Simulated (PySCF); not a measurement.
# How methods differ on the excitation energy of Ti

Ti [Ar] 3d2 4s2 (3F) → Ti [Ar] 3d2 4s1 4p1 (high-spin determinant), as a difference of total energies. All numbers are calculated (PySCF 2.14, the non-relativistic Hamiltonian (point nucleus), in def2-QZVPPD (11s6p5d3f2g, 93 functions)). Correlated levels: valence and next inner shell: [Ne] frozen. The calculations carry no spin-orbit coupling.

| method | excitation energy (eV) |
| --- | --- |
| UHF | 0.987 |
| MP2 (valence and next inner shell) | 1.888 |
| SCS-MP2 (valence and next inner shell) | 2.055 |
| CCSD (valence and next inner shell) | 1.927 |
| CCSD(T) (valence and next inner shell) | 2.017 |

Problem. How much does correlation contribute at CCSD(T) (valence and next inner shell)?

Solution. 2.017 − (0.987) = 1.030 eV, measured against UHF.

The determinant of the upper state mixes LS terms, which raises its energy above the lowest term, most at the Hartree-Fock and MP2 levels.
